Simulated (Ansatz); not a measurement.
Stretching the Ga1–H2 bond in ClGaH2 (SMILES [Cl][GaH2]) (multiplicity 1 held, fragments rigid). Energies count from the point at 1.557 Å.
Geometry at that point (charge 0, multiplicity 1):
```xyz
4

Ga    -0.00290    -0.23189    -0.67117
H     -1.40910    -0.31185    -1.33456
H      1.39794    -0.58224    -1.25326
Cl     0.00594     0.47545     1.37612
```

Restricted levels (R-, RO-) in cc, def2 and unpolarised 6-31G sets keep to the state of the molecule at rest. U- levels take the lowest unrestricted solution at each point, which mixes spins at long bonds. Active spaces are followed from a long bond inwards. Levels need not reach the same state.

Frozen-core correlation. Filled d and f shells under p-block atoms count as core.

Run with Ansatz (a program for electronic structure) with Gaussian orbitals. Values without a source in brackets are computed.

```csv
level,energy at R = 4.982 Å (kcal/mol)
U-PBE/def2-TZVPP,78.08
R-B3LYP/def2-TZVPP,115.23
U-B3LYP/def2-TZVPP,80.72
R-wB97X-V/def2-TZVPP,146.70
U-wB97X-V/def2-TZVPP,84.30
R-MP2/def2-TZVPP,…
U-SCS-MP2/def2-TZVPP,82.14
U-CCSD/def2-TZVPP,81.95
"CASSCF(2,2)/def2-TZVPP",…
```

Task: Complete the blanks.

Result: 
- R-MP2/def2-TZVPP, energy at R = 4.982 Å (kcal/mol): 112.81
- CASSCF(2,2)/def2-TZVPP, energy at R = 4.982 Å (kcal/mol): 73.86

Doubts at one or more of the structures used: a spin-contaminated determinant (U-PBE/def2-TZVPP, U-B3LYP/def2-TZVPP, U-wB97X-V/def2-TZVPP, U-SCS-MP2/def2-TZVPP, U-CCSD/def2-TZVPP); a restricted determinant that unrestricted orbitals would lower (R-B3LYP/def2-TZVPP, R-wB97X-V/def2-TZVPP, R-MP2/def2-TZVPP).
